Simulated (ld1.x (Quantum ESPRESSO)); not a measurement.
Configuration tests for F (RRKJ)

- Element: fluorine
- Generator: ld1.x (Quantum ESPRESSO) 7.5
- Type: norm-conserving RRKJ (Kleinman–Bylander form)
- Functional: PBE
- Relativity: non-relativistic
- Frozen core: [He]
- Valence charge: 7
- Reference configuration: 2s1.75 2p5.25
- Partial waves: 2s (bound): rc 0.60 bohr; 2p (bound): rc 1.10 bohr; 3d channel at 0.2 Ry: rc 0.90 bohr
- Local potential: all-electron potential smoothed inside 0.80 bohr (lloc = -1)
- Core correction: Bessel-smoothed model core inside 0.50 bohr

Energies are relative to the spin-unpolarised reference configuration 2s1.75 2p5.25; without spin polarisation the order of configurations can differ from experiment.

```
valence configuration  charge  ΔE all-electron (eV)  error AE − PS (meV)
              2s2 2p4      +1                14.725                  +16
              2s2 2p3      +2                53.120                  +98
              2s2 2p2      +3               113.763                 +396
            2s2 2p4.5    +0.5                 2.873                 +4.9
              2s2 2p1      +4               199.561                +1204
              2s1 2p5      +1                33.731                  -13
```

(1) What are ΔE and the potential's error for 2s2 2p5?

Answers

(1) ΔE = -4.676 eV all-electron; the error (AE − PS) is +0.8 meV.
